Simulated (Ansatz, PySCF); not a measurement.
B2H4O4. Atoms are numbered in the order given.

```xyz
10

B     -0.0656     0.8451     0.0000
O     -1.2276     1.5580     0.0000
O      1.1781     1.4369     0.0000
B     -0.0403    -0.8771     0.0000
O      1.1661    -1.5283     0.0000
O     -1.1742    -1.6286     0.0000
H     -1.1278     2.5200     0.0000
H      1.1903     2.4041     0.0000
H      1.8951    -0.8938     0.0000
H     -0.9676    -2.5751     0.0000
```
Charge 0, spin multiplicity 1.

The structure is a stationary point at B3LYP-D3(BJ)/def2-SVP. The values are those of a single conformer.

Vertical ionisation energy (IE) and electron affinity (EA) in eV. Rows of orbital energies are one-electron estimates. Where ΔSCF, EOM or ADC give a negative EA the extra electron is unbound and the value depends on the basis.

| level | IE | EA |
|---|---|---|
| −ε(HOMO), −ε(LUMO), B3LYP/def2-TZVP (PySCF) | 8.21 | 0.55 |
| −ε(HOMO), −ε(LUMO), PBE/def2-TZVP (PySCF) | 6.92 | 1.26 |
| ΔSCF, PBE0/def2-SVPD (Ansatz), final states of multiplicity 2 and 2 | 10.84 | -0.73 |
| ΔSCF, PBE/def2-SVPD (Ansatz), final states of multiplicity 2 and 2 | 10.45 | -0.62 |

Question: What vertical singlet–triplet gap does ΔSCF give with PBE0/def2-SVPD (Ansatz, a program for electronic structure) and with PBE/def2-SVPD (Ansatz)? (Estimate from the structure and the level; the computed values follow.)

Answer: 5.20 and 5.02 eV (triplet above singlet where positive).
